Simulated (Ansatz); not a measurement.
Input for Ansatz (development build ahead of 0.2.0):

```yaml
crystal:
  periodic: [false, false, false]
  atoms:
    - { symbol: B, position_ang: [1.45338, 0.00638, -0.00091] }
    - { symbol: "N", position_ang: [0.71302, 1.22139, -0.00339] }
    - { symbol: B, position_ang: [-0.73157, 1.25126, 0.00487] }
    - { symbol: "N", position_ang: [-1.40823, -0.00802, 0.00595] }
    - { symbol: B, position_ang: [-0.73139, -1.25194, -0.00523] }
    - { symbol: "N", position_ang: [0.70934, -1.2109, -0.00137] }
    - { symbol: H, position_ang: [2.65916, 0.00875, -0.00329] }
    - { symbol: H, position_ang: [1.20511, 2.09982, -0.00757] }
    - { symbol: H, position_ang: [-1.33482, 2.29524, -0.00546] }
    - { symbol: H, position_ang: [-2.41913, 0.00674, 0.00739] }
    - { symbol: H, position_ang: [-1.33424, -2.30022, 0.00764] }
    - { symbol: H, position_ang: [1.21881, -2.09386, 0.00363] }
basis:
  gaussian: { orbitals: STO-3G }
hamiltonian:
  xc: hf
correlation:
  method: mp2
  frozen_orbitals: { B: 1, H: 0, "N": 1 }
```

The input is written out in the form of the current development build from the run's settings.

Output:

```json
{
 "Converged": "yes",
 "Reference energy": "-238.14247 hartree",
 "Correlation energy": "-0.26998 hartree",
 "Total energy": "-238.41245 hartree",
 "Spin squared of the determinant": "0.000"
}
```
